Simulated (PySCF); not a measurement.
[SeBr3]+ (singlet). Level of theory: B3LYP/[Se def2-SVP, Br def2-SVP], no relativity, density fitting, PySCF.

Harmonic bands of its minimum:

```json
{"ω (cm⁻¹)": "95", "IR (km/mol, summed over degenerate members)": "0.3", "degeneracy": "2"}
{"ω (cm⁻¹)": "128", "IR (km/mol, summed over degenerate members)": "0.5", "degeneracy": "1"}
{"ω (cm⁻¹)": "281", "IR (km/mol, summed over degenerate members)": "2.2", "degeneracy": "1"}
{"ω (cm⁻¹)": "289", "IR (km/mol, summed over degenerate members)": "70.3", "degeneracy": "2"}
```

Q: The central atom is Se. Infer the point group and assign the bands.

A: C3v. The modes span 2e + 2a1: 95 e, 128 a1, 281 a1, 289 e. The computed geometry has Se–Br 2.317 Å (×3); Br–Se–Br 103.8° (×3).

This need not be the most stable arrangement of these atoms.
